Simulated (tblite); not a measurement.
Run record: tight-binding relaxation, `O=C1[CH]C([SiH2]F)=C1` [radical].

Computed with GFN2-xTB geometry optimisation, gas phase (tblite 0.8.0). Start geometry: from a force field or distance geometry. A driver script takes a list of jobs; this job's settings line and coordinates (Å) are shown.

Command:
```bash
OMP_NUM_THREADS=1 python probes_run.py task.json out
```

Input:
```
{"job": {"kind": "relax", "xc": "GFN2-xTB", "basis": "xTB"}, "charge": 0, "multiplicity": 2}
O     -3.196800     0.129500     0.443700
C     -1.972500     0.138800     0.236700
C     -0.900000     1.173400     0.187500
C      0.025600     0.061900    -0.089800
Si     1.834500    -0.121100    -0.381600
F      2.236800     0.972700    -1.592500
C     -0.932100    -0.856900    -0.025500
H     -0.772900     1.706200     1.153500
H      2.487100     0.249100     0.879300
H      2.195000    -1.514200    -0.713400
H     -0.999300    -1.936600    -0.123800
```

Output:
```
step      E/eV     max force
  0    -572.17919    4.079
  1    -572.28376    5.999
  2    -572.50150    1.091
  3    -572.55280    1.005
  4    -572.63011    1.123
  5    -572.73095    0.793
  6    -572.77631    0.772
  7    -572.81486    0.715
  8    -572.84017    0.523
  9    -572.85879    0.421
... (86 lines left out)
 96    -572.98738    0.096
 97    -572.98790    0.079
 98    -572.98815    0.075
 99    -572.98826    0.082
100    -572.98860    0.076
101    -572.98873    0.040
102    -572.98879    0.026
103    -572.98885    0.019
104    -572.98886    0.013
105    -572.98886    0.006
```

«max force» is the largest atomic force in eV/Å.

Task: From which step on does the largest force stay under 0.1 eV/Å, and how much energy is left to gain from there?

Result: From step 96 (0.096 eV/Å), 1.5 meV above the end.

In short: energy lowered by 18.7 kcal/mol over 105 steps; largest atomic force 0.006 eV/Å at the end.

Task: Where do the atoms end?

Result: 0.689 Å rms from the input after alignment:
```
atom  x, y, z in Å
O1    -3.1853    0.1505    0.5603
C2    -2.0092    0.0775    0.3551
C3    -0.8965    1.0396    0.0645
C4     0.0023   -0.0368    0.0013
Si5    1.8503   -0.1456   -0.3239
F6     2.3523    1.3622   -0.5609
C7    -0.9876   -1.0039    0.2707
H8    -0.8080    2.1002   -0.0519
H9     2.5574   -0.6197    0.8542
H10    2.1208   -0.8514   -1.5656
H11   -0.9911   -2.0698    0.3703
```

Hardware: one thread of an x86-64 server (shared host).
Labels such as C1 count atoms from 1, the log's own numbers from 0.
